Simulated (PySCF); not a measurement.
# Mg: excitation energy

Mg [Ne] 3s2 (1S) → Mg [Ne] 3d2 (3F), as a difference of total energies. All numbers are calculated (PySCF 2.14, the non-relativistic Hamiltonian (point nucleus), in aug-cc-pVTZ with one added diffuse shell each of s, p, d, f type (7s6p4d3f, 66 functions)). Correlated levels: valence: [Ne] frozen. The calculations carry no spin-orbit coupling.

| method | excitation energy (eV) |
| --- | --- |
| UHF | 13.042 |
| LDA | 13.668 |
| PBE | 13.230 |
| PBE0 | 13.355 |
| r2SCAN | 13.175 |
| MN15 | 14.225 |
| B2PLYP | 13.739 |
| CAM-B3LYP | 14.154 |
| MP2 (valence) | 13.559 |
| SCS-MP2 (valence) | 13.774 |

Question: How much does correlation contribute at MP2 (valence)?

Answer: 13.559 − (13.042) = 0.517 eV, measured against UHF.

The upper state lies above the first ionisation limit, where it may autoionise and the basis confines it.

The promoted electron is Rydberg-like, and one or two diffuse shells describe it only roughly, which tends to raise the upper state.
